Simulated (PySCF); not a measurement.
**Relaxation of triplet CrH₄**

Computed with UPBE0 in PySCF with Cr def2-TZVP, H def2-TZVP; no relativity; density-fitted integrals. A (50,194) grid was used.

A hand-made tetrahedral start, of Td symmetry, held to at least that symmetry:

```xyz
5
charge 0 multiplicity 3, angstrom
Cr    0.0000    0.0000    0.0000
H     1.2574   -0.0001    0.8891
H    -1.2574    0.0000    0.8891
H     0.0000    1.2574   -0.8891
H     0.0000   -1.2574   -0.8892
```

Optimiser trace:
```
step  E − E(last) (kJ/mol)  largest gradient (Eh/bohr)
   0                  6.95                     0.01120
   1                  2.23                     0.00612
   2                  0.04                     0.00076
   3                  0.00                     0.00006
```

It ends at Td with Cr–H 1.593 Å (×4); H–Cr–H 109.5° (×6). A frequency run shows a minimum.

Final geometry:
```xyz
5
charge 0 multiplicity 3, angstrom
Cr    0.0000    0.0000    0.0000
H     1.3007   -0.0001    0.9198
H    -1.3007    0.0000    0.9198
H     0.0000    1.3008   -0.9197
H     0.0000   -1.3007   -0.9198
```

The determinant is spin-contaminated (⟨S²⟩ = 2.25, pure value 2.00). With open d or f shells other occupations or spin states may lie lower.
